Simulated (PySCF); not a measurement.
# Which determinant of CsF lies lowest?

Unrestricted PBE0; basis Cs def2-TZVP with ECP46, F def2-TZVP; scalar-relativistic core potentials; PySCF 2.14. Outer shells of the fragments: Cs 6s1; F 2s2 2p5.

Followed along the bond (rough minima from three points):

```csv
2Ms+1,unpaired,⟨S²⟩ at the start,R at minimum (Å),Te (eV)
1,none,0.00,2.39,0.00
3,"σ ↑, π ↑",2.00,none in the scan,≤ 5.00
```

Solutions found at the starting distance of 2.820 Å, counted from the lowest of them; the search is not exhaustive and high or unbound solutions are not listed, so other states can lie among these:

| 2Ms+1 | unpaired | term | E (eV) | ⟨S²⟩ | ⟨Lz²⟩ | μ (D) |
| --- | --- | --- | --- | --- | --- | --- |
| 1 | none | ¹Σ⁺ | 0.00 | 0.00 | 0.00 | -10.62 |
| 3 | σ ↑, π ↑ | ³Π | 4.65 | 2.00 | 1.01 | 0.90 |
| 1 | σ ↑, π ↓ | mixed | 4.67 | 1.00 | 1.00 | 1.05 |
| 3 | σ ↑↑ | ³Σ⁺ | 4.67 | 2.00 | 0.00 | 1.11 |
| 3 | π ↑↑ | mixed | 5.83 | 2.00 | 2.00 | -0.32 |
| 3 | π ↑↑ | mixed | 5.85 | 2.00 | 2.00 | 0.97 |
| 3 | σ ↑, π ↑ | ³Π | 5.88 | 2.00 | 1.00 | 2.15 |
| 3 | π ↑, δ ↑ | mixed | 6.14 | 2.00 | 5.00 | 0.32 |

A term symbol is given only where ⟨S²⟩ and ⟨Lz²⟩ are close to those of a pure state; real π, δ and φ orbitals otherwise mix terms. A positive dipole means Cs(−)F(+).

The measured ground state is X ¹Σ+ (Huber and Herzberg, Constants of Diatomic Molecules (1979)).

Spin–orbit coupling is left out. Counting both spins, an empty level lies below a filled one in some of these solutions, because spin and occupation are held.
